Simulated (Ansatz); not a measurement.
GaH2I⁻. Total charge -1; doublet. Geometry PBE-D4/def2-TZVP, that of the neutral singlet; atoms count from 1.

| atom | x (Å) | y (Å) | z (Å) |
| --- | --- | --- | --- |
| Ga1 | 0.1198 | 0.0996 | 0.2423 |
| H2 | 1.6714 | 0.3178 | 0.1927 |
| H3 | -0.8674 | 0.3523 | 1.4337 |
| I4 | -0.9238 | -0.7698 | -1.8687 |

In the def2 sets I takes a core potential; there is no spin–orbit coupling. The highest occupied level of the charge -1 doublet lies above zero (up to 1.18 eV). By energy differences its removal costs 0.47 eV (vertical, to the charge 0 singlet, at PBE0-D4/def2-TZVPD); a positive level beside a positive removal energy at the same level points to self-interaction error.

Problem. Estimate the Mulliken populations from the PBE0/def2-TZVPD orbitals of Ansatz.

Solution. 
| atom | charge (e) | spin (α − β) |
| --- | --- | --- |
| Ga1 | -0.30 | 0.99 |
| H2 | -0.09 | -0.04 |
| H3 | -0.09 | -0.04 |
| I4 | -0.51 | 0.09 |
Mulliken values and Mayer orders depend strongly on the basis. With diffuse functions, as here, like atoms can get unlike values, and bond orders can come out too low or too high.

Problem. Where does the spin sit?

Solution. Summed by element: Ga 0.99, H -0.08, I 0.09, of 1 unpaired in all. Largest on single atoms: Ga1 0.99, I4 0.09, H3 -0.04.

Problem. And the Mayer bond orders between bonded heavy atoms (over 0.3)?

Solution. Ga1–I4 1.10 (2.51 Å).
